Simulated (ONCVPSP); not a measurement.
# Ir, ONCV: configuration errors across variants

ONCVPSP 4.0.1 input, shortened (lines: element, Z, core and valence counts, functional; n l f; lmax; l rc ep ncon nbas qcut; lloc lpopt rc5 dvloc0; l nproj debl; icmod fcfact rcfact), PW91, fully relativistic:

```
  Ir 77.00   10    4  -109134      upf
    1    0    2.00
    2    0    2.00
    2    1    6.00
    3    0    2.00
    3    1    6.00
    3    2   10.00
    4    0    2.00
    4    1    6.00
    4    2   10.00
    4    3   14.00
    5    0    2.00
    5    1    6.00
    5    2    7.00
    6    0    1.00
    2
    0    1.55    0.00    4    8    6.10
    1    1.70    0.00    3    6    6.70
    2    1.75    0.00    4    9   10.00
    4    3    1.15    6.00
    0    2    1.70
    1    2    3.40
    2    2    0.40
    3    4.00    1.70
```

Open shells are filled in proportion to 2j + 1.

In the d channel the program set the typed energies aside and used -0.547, 0.250 Ha (j = l + 1/2; the other j can differ).

All-electron excitation energies from the reference (eV): (1) 5s2 5p6 5d7 6s2 -9.962; (2) 5s2 5p6 5d7 6s0 17.559; (3) 5s2 5p6 5d6 6s0 48.175; (4) 5s2 5p6 5d7 6s0 6p2 0.985.

3 further variants failed, have other tests or another functional or relativity, and are left out.

Errors AE − PS in meV (a dash: test not solved or not reliable):

```tsv
change	(1)	(2)	(3)	(4)	bound ghosts	GHOST(+) flags above zero
base	-4.1	-7.1	-18	-4.1	none	none
local potential polynomial inside 1.15 bohr (lpopt 5, dvloc0 0 Ha)	-4.0	-7.0	-18	+0.2	none	s
p: qcut 8.6	-4.1	-7.2	-18	-4.7	none	none
```

Task: Give the same row for: core correction Teter function, fcfact 4, rcfact 0.92.

Result: -1.4, -1.9, +0.2, -2.5; bound ghosts: none; GHOST(+) flags above zero: none.
